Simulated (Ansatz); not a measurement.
Mulliken charges of C2H4NOSi (`CO[SiH]C#N`) radical from PBE/def2-TZVPP in Ansatz (PBE0-D4/def2-TZVP geometry).

```tsv
atom	x (Å)	y (Å)	z (Å)	charge (e)
C1	-1.064	0.451	-0.837	-0.137
O2	-0.467	0.839	0.386	-0.259
Si3	1.048	0.496	0.873	0.311
C4	1.426	-1.278	0.509	-0.249
N5	1.717	-2.346	0.181	0.024
H6	-2.137	0.624	-0.751	0.115
H7	-0.674	1.050	-1.664	0.108
H8	-0.889	-0.608	-1.047	0.110
H9	1.128	0.725	2.334	-0.022
```

**Question.** By hand: the dipole of these point charges (1 e Å = 4.8032 D).

**Answer.** Σ q r = (-0.162, 0.239, -0.269) e Å, of length 0.395 e Å = 1.90 D.

**Question.** How does the dipole of the full density compare? (Best estimate.)

**Answer.** Ansatz gave: (-0.308, 0.567, -0.091) e Å, 3.13 D; the point charges give 0.61 times that, at 35° from its direction.

Point charges leave out the atoms' own dipoles, such as those of lone pairs, and Mulliken's split depends on the basis, so the two needn't agree.
